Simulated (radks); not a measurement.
Excited configurations of Ce II: one electron is placed in a higher orbital outside [Xe] 4f2. The ground configuration is [Xe] 4f1 5d2. Method: scalar-relativistic Kohn-Sham, PBE, spin-polarised, spherical densities, finite nucleus; open shells are filled with parallel spins first (spin-orbit coupling, left out, can overturn this in heavy ions); Fermi nuclear charge, rms radius 4.8771 fm; computed with a radial shooting solver on a logarithmic mesh with Libxc functionals. Excitation = E - E(ground); binding = E(ion) - E, where the ion is the core of charge +2; n* = 2/sqrt(2 binding) in atomic units, and the quantum defect is n - n*.

| outer orbital | excitation (eV) | binding (eV) | n* | <r> (bohr) |
|---|---|---|---|---|
| 5d | -0.113 | 9.937 | 2.340 | 3.051 |
| 5f | 6.213 | 3.611 | 3.882 | 8.579 |
| 6p | 1.999 | 7.824 | 2.637 | 5.112 |
| 6d | 5.067 | 4.757 | 3.382 | 7.645 |
| 6f | 7.377 | 2.447 | 4.716 | 14.62 |
| 7s | 4.508 | 5.316 | 3.200 | 8.153 |
| 7p | 5.518 | 4.306 | 3.555 | 9.656 |
| 7d | 6.884 | 2.940 | 4.303 | 13.33 |
| 7f | 8.066 | 1.758 | 5.564 | 21.88 |

The Delta-SCF ionisation energy is 9.824 eV (NIST Atomic Spectra Database: 10.96 eV, semi-empirical). Self-interaction in the functional shifts the binding energies and quantum defects, so they are the method's values and not measured ones. Open shells are spherical and high-spin; term and fine-structure splittings are not resolved. Spin-orbit splitting is averaged out at the scalar-relativistic level. A negative excitation energy means that this level of theory puts the configuration below the NIST ground configuration.
